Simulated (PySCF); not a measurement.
Correlation energy of Co (cobalt, neutral)

[Ar] 3d7 4s2, high-spin 4F determinant. Calculation: PySCF 2.14, in dyall-av2z (16s12p7d2f, 101 functions); the non-relativistic Hamiltonian (point nucleus). Frozen: [Ar]; 9 electrons correlated; the 33 highest virtual orbitals of each spin left out.

| level | correlation energy (mhartree) |
| --- | --- |
| CCSD | -228.28 |
| (T) | -7.69 |
| CCSD(T) | -235.97 |

Diagnostics: T1 = 0.022, D1 = 0.0621, largest double amplitude 0.076.

Task: Is a single reference adequate?

Result: Mostly. T1 lies below 0.03, but a double amplitude of this size points to a near-degeneracy that CCSD handles and MP2 describes poorly.
